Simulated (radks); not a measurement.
The iodine anion I- inside a hard spherical wall (all orbitals vanish at R), configuration held at [Xe] and not refilled when levels cross. All-electron calculation, scalar-relativistic Kohn-Sham, LDA (Slater exchange, VWN5 correlation), spin-unpolarised, spherical densities, point nucleus. Program: a radial shooting solver on a logarithmic mesh with Libxc functionals. Eigenvalues in eV, with the zero of energy where the potential of the charges vanishes at infinity; a dash marks a level that is unbound or too diffuse for the functional's potential to be trusted. A positive occupied level is held by the wall or, in an anion where self-interaction has pushed it up, behind a barrier. The pressure on the wall is -dE/dV.

\begin{tabular}{lrrrrrrrrr}
R (bohr) & E (hartree) & kinetic (hartree) & e(4p) & e(4d) & e(5s) & e(5p) & e(6s, empty) & e(5d, empty) & pressure (GPa) \\ \hline
20 & -7110.76543 & 7462.064 & -119.47 & -42.474 & -10.138 & -0.205 & 2.383 & 2.973 & < 0.0001 \\
15 & -7110.76541 & 7462.064 & -119.46 & -42.470 & -10.134 & -0.202 & 2.967 & 4.112 & 0.000166 \\
10 & -7110.76414 & 7462.073 & -119.34 & -42.350 & -10.026 & -0.103 & 4.339 & 6.325 & 0.0269 \\
5 & -7110.55278 & 7463.142 & -114.65 & -37.725 & -6.332 & 3.748 & 18.494 & 15.858 & 24.4 \\
4 & -7109.98824 & 7465.566 & -108.53 & -31.757 & -1.502 & 9.398 & 36.229 & 25.106 & 156 \\
3.5 & -7109.18003 & 7468.713 & -102.74 & -26.177 & 3.572 & 15.545 & 54.819 & 34.437 & 448 \\
2.5 & -7102.63572 & 7491.680 & -77.729 & -2.324 & 33.168 & 51.291 & 153.99 & 83.751 & 5610 \\
2 & -7088.56466 & 7538.345 & -46.899 & 28.208 & 85.512 & 111.97 & 300.87 & 157.94 & 28600 \\
1.5 & -7035.07845 & 7699.850 & 27.012 & 107.88 & 258.68 & 300.33 & 697.80 & 362.15 & 216000 \\
\end{tabular}
